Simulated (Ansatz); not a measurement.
Job for Ansatz (a quantum-chemistry and plane-wave program): U-CCSD(T)/cc-pVQZ on H (SMILES [H]).

Ansatz 0.2 input:
```yaml
crystal:
  periodic: [false, false, false]
  atoms:
    - {symbol: H, position_ang: [0.00000000, 0.00000000, 0.00000000]}
basis:
  gaussian:
    orbitals: cc-pVQZ
magnetization: {spin_polarized: true, initial_magnetization: 1}
correlation: {method: ccsd_t, electrons: outside_noble_gas}
scf: {omitted_lower_state_checks: [cluster_reference]}
```

Output:

```
WARN ansatz: RAYON_NUM_THREADS=1 ignored (pool sized by the plan → 1); use --threads N
Functional definition: HF
these checks for a lower state are left out or cut short: cluster_reference
integrals: 0.01 GiB planned
159 factors; integrals over basis functions are off by at most 2.1e-4 eV
mean field: 0.04 GiB planned
mean field evaluation 1: about -13.5518 eV, gradient 1.7e0 eV
mean field evaluation 2: about -13.5518 eV, gradient 1.7e0 eV
mean field evaluation 4: about -13.6042 eV, gradient 4.0e-3 eV
mean field evaluation 8: about -13.6042 eV, gradient 5.9e-6 eV
mean field -13.60421197 eV, -0.4999455686 hartree, gradient 5.9e-6 eV, S^2 0.750000; 0 other end points of the search recorded, 0 dependent functions left out
reference -13.60421197 eV, -0.4999455686 hartree; 1, 0 occupied and 29, 30 virtual orbitals, 159 factors
second order 0.00000000 eV of doubles, -0.00000000 eV of singles
coupled cluster: 0.05 GiB planned
cycle   1  -0.00000000 eV  change  -8.0e-14 eV  update   3.5e-8
perturbative correction 0.00000000 eV, 0.0000000000 hartree
Total energy: -13.60421197 eV, -0.4999455686 hartree
Checks for a lower state left out: cluster_reference
```

Self-consistency was reached.

Cost: around 0.11 core-seconds (rough).
